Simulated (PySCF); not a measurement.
# Electron correlation in Kr³⁴⁺ (krypton, charge +34)

Starting occupation: 1s2. Calculation: PySCF 2.14, in an uncontracted even-tempered set (17 s from 5.9 bohr⁻², ratio 2.6; 11 p from 7.6 bohr⁻², ratio 2.6; 6 d from 7.8 bohr⁻², ratio 2.8; 3 f from 340 bohr⁻², ratio 2.8); X2C-1e with screened-nucleus spin-orbit coupling, Gaussian nucleus. Frozen: nothing; 2 electrons correlated; the 34 highest virtual spinors left out.

Total MP2 correlation energy: -50.12 mhartree.

With two correlated electrons CCSD is exact within the correlated space (frozen core and kept virtual orbitals).

The virtual space was cut to 52 spinors, which keep -47.45 of the -50.12 mhartree of MP2 correlation.

```tsv
level	correlation energy (mhartree)
CCSD	-47.90
```

Diagnostics: T1 = 2.6e-06, largest double amplitude 0.002.

**Question.** Is a single reference adequate?

**Answer.** Yes: T1 lies below 0.03 and no double amplitude reaches 0.07.

The coupled-cluster values are those of the cut space; adding the MP2 remainder, -2.67 mhartree, estimates the full space.

At this charge the one-electron X2C treatment keeps the bare 1/r₁₂, with no two-electron picture change or Breit term. That inflates the 1s pair energies well beyond their four-component values.
